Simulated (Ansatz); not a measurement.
A nudged elastic band was laid between two geometries of ClH + FGeH3 (7 atoms, charge 0, multiplicity 1).

These are results of RHF/def2-SVP in Ansatz, not measurements.

| Quantity | Value |
| --- | --- |
| movable images | 7 |
| climbing image | yes |
| spring | 5.0 eV/Å² |
| optimiser | quadratic models (default) |
| start path | through a guess of the saddle point |
| force threshold | 0.05 eV/Å |
| iteration limit | 60 |
| end points | relaxed |

Initial state:

```xyz
7
Properties=species:S:1:pos:R:3
Ge 0.354 0.000 -0.278
F -0.069 0.000 1.415
H 1.878 0.000 -0.322
H -0.254 1.270 -0.862
H -0.254 -1.270 -0.862
Cl -3.258 0.000 1.993
H -1.986 0.000 2.108
```

Final state:

```xyz
7
Properties=species:S:1:pos:R:3
Ge -0.319 0.000 -0.639
F -0.243 0.000 3.209
H 0.841 0.000 0.343
H -0.369 1.263 -1.489
H -0.369 -1.263 -1.489
Cl -2.151 0.000 0.573
H -0.980 0.000 2.683
```

Problem. What changes between the two ends?

Solution. Bonds broken: Ge1–F2, Cl6–H7. Bonds formed: Ge1–Cl6, F2–H7. ClH + FGeH3 becomes ClGeH3 + FH.

Problem. What energy profile does the band end with?

Solution. The forces met the threshold. The highest image is number 4 of 0 to 8, 1.54 eV above the first end and 1.62 eV above the last; the last end lies 0.08 eV below the first. A vibrational analysis at the climbing image gives one clearly imaginary mode, 302i cm⁻¹: a first-order saddle point. The orbitals stay closed-shell, which can raise the energy where a bond breaks towards radicals; this wasn't checked here.

```tsv
image	path coordinate (Å)	energy (eV)	Ge1–F2 (Å)	Cl6–H7 (Å)	Ge1–Cl6 (Å)
0	0.00	0.00	1.75	1.28	4.27
1	0.53	0.01	1.75	1.28	3.87
2	1.07	0.11	1.76	1.28	3.39
3	1.60	0.75	1.82	1.35	2.94
4	2.14	1.54	2.06	1.76	2.70
5	2.69	1.10	2.43	1.94	2.39
6	3.24	0.39	2.87	2.07	2.25
7	3.79	-0.01	3.33	2.24	2.21
8	4.34	-0.08	3.85	2.41	2.20
```

Problem. What is the geometry of the highest image?

Solution. 
```xyz
7
Properties=species:S:1:pos:R:3:forces:R:3
Ge -0.124 0.000 -0.173 0.00 0.00 0.03
F -0.083 0.000 1.883 -0.05 0.00 -0.02
H 1.400 0.000 -0.026 0.00 0.00 -0.01
H -0.584 1.320 -0.747 0.00 0.00 0.00
H -0.584 -1.320 -0.747 0.00 0.00 0.00
Cl -2.546 0.000 1.022 0.00 0.00 0.00
H -1.070 0.000 1.980 0.04 0.00 0.01
```

Problem. What are the harmonic wavenumbers there?

Solution. 302i, 139, 274, 392, 610, 641, 883, 907, 971, 1003, 1079, 2270, 2350, 2370, 2610 cm⁻¹.

Time of the run: 110 s on 1 thread of Arm Neoverse V1, with other jobs on the host, peak memory 0.17 GiB.
